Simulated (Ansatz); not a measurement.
C6H16Sn, SMILES `C[CH](C)[SnH2][CH](C)C`, charge 0, multiplicity 1.

(1) Give a relaxed structure at PBE0-D4/def2-TZVP (Ansatz). (Best estimate.)

Results:

(1) Computed: 
```xyz
23

C     2.650   -1.301    0.696
C     1.571   -0.292    0.332
C     1.280    0.658    1.485
Sn   -0.226   -1.302   -0.338
C    -1.753    0.106   -0.962
C    -1.149    1.198   -1.834
C    -2.511    0.683    0.225
H     3.572   -0.791    1.002
H     2.899   -1.960   -0.140
H     2.340   -1.933    1.534
H     1.910    0.292   -0.531
H     2.196    1.161    1.816
H     0.561    1.435    1.213
H     0.876    0.125    2.352
H    -0.820   -2.270    0.954
H     0.176   -2.335   -1.652
H    -2.447   -0.484   -1.569
H    -0.417    1.796   -1.282
H    -0.646    0.794   -2.716
H    -1.925    1.889   -2.187
H    -2.977   -0.094    0.834
H    -3.305    1.360   -0.114
H    -1.855    1.264    0.881
```
This is one stationary point; other conformers may exist.
